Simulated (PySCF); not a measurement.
C3H9GeN, SMILES [CH2]1N[CH2][GeH]1[CH3]. Geometry optimised at PBE0-D3(BJ)/def2-SVP. The structure was generated by enumeration, and PubChem lists no compound with its InChIKey, so it may never have been made.

These are PBE0-D3(BJ)/def2-SVP (PySCF 2.14.0) values and carry that method's errors.

Harmonic wavenumbers (cm⁻¹): 114, 121, 165, 223, 410, 565, 565, 583, 614, 638, 781, 815, 816, 840, 855, 1002, 1111, 1131, 1162, 1170, 1230, 1252, 1405, 1432, 1433, 1461, 1490, 2139, 2976, 2984, 3065, 3101, 3102, 3173, 3180, 3552. Rotational constants (GHz): 6.872, 2.483, 2.248; symmetry number 1.

Work out the zero-point energy and the ideal-gas rigid-rotor harmonic-oscillator thermochemistry at 298.15 K and 1 atm.

ZPE = ½ Σ hcν = ½ × 50659 cm⁻¹ = 303.01 kJ/mol. H − E(el) = 323.99 kJ/mol. Entropy in J/(mol K): translation 169.62, rotation 111.00, vibration 64.25, total 344.87. G − E(el) = 221.16 kJ/mol. Cp = 114.90 J/(mol K). Modes under 150 cm⁻¹ make the vibrational entropy uncertain.
